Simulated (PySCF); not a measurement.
Simulated Si 2p region for `[Si@H](C)([GeH3])F`, binding energy against the vacuum level.

Every computed line was given a Gaussian of 1.0 eV full width at half maximum and an area set by the number of equivalent atoms (split 2:1 within a doublet); the highest printed point is 100. Method: delta-SCF UKS SCAN, pcX-2 on the ionised atom, pcseg-1 elsewhere, spin-free X2C (PySCF).

| binding energy (eV) | intensity |
| --- | --- |
| 106.1 | 0 |
| 106.2 | 1 |
| 106.3 | 1 |
| 106.4 | 2 |
| 106.5 | 4 |
| 106.6 | 7 |
| 106.7 | 11 |
| 106.8 | 17 |
| 106.9 | 26 |
| 107.0 | 36 |
| 107.1 | 49 |
| 107.2 | 62 |
| 107.3 | 74 |
| 107.4 | 85 |
| 107.5 | 94 |
| 107.6 | 99 |
| 107.7 | 100 |
| 107.8 | 98 |
| 107.9 | 93 |
| 108.0 | 86 |
| 108.1 | 77 |
| 108.2 | 67 |
| 108.3 | 57 |
| 108.4 | 48 |
| 108.5 | 38 |
| 108.6 | 29 |
| 108.7 | 22 |
| 108.8 | 15 |
| 108.9 | 10 |
| 109.0 | 7 |
| 109.1 | 4 |
| 109.2 | 2 |
| 109.3 | 1 |
| 109.4 | 1 |
| 109.5 | 0 |
| 109.6 | 0 |

How many maxima does the curve show, and how many computed lines lie under it?

The curve has 1 maximum (at 107.7 eV). Under it lie 2 lines from 1 inequivalent silicon site, drawn as a 2p3/2, 2p1/2 pair. At this width some lines have no maximum of their own.

Decompose the envelope and assign each component. Numbering: `[CH3:1][Si@H:2]([F:3])[GeH3:4]`.

```
position (eV)  relative area      line  atoms             environment
       107.55           0.67  Si 2p3/2    Si2  fluorine-bound silicon
       108.18           0.33  Si 2p1/2    Si2  fluorine-bound silicon
```

What are the centre and the root-mean-square width of the whole band?

The area-weighted mean of the lines is 107.76 eV. Their own spread about it is 0.30 eV (rms) and each Gaussian has σ = 1.0/2.355 = 0.42 eV; the variances add, which gives 0.52 eV.

No satellites, vibrations or lifetime broadening are included. For 2p shells one spin-free hole was relaxed; a mean-field spin–orbit operator and the ground-state splitting of the three 2p orbitals were then diagonalised within the shell. The shell's mean is (2 × 2p3/2 + 2p1/2)/3, and the degeneracies 2j + 1 give areas of 2:1. 2p1/2 minus 2p3/2 (ligand field included): Si 0.63 eV. Isolated species at its PBE0-D3(BJ)/def2-SVP geometry, gas phase.
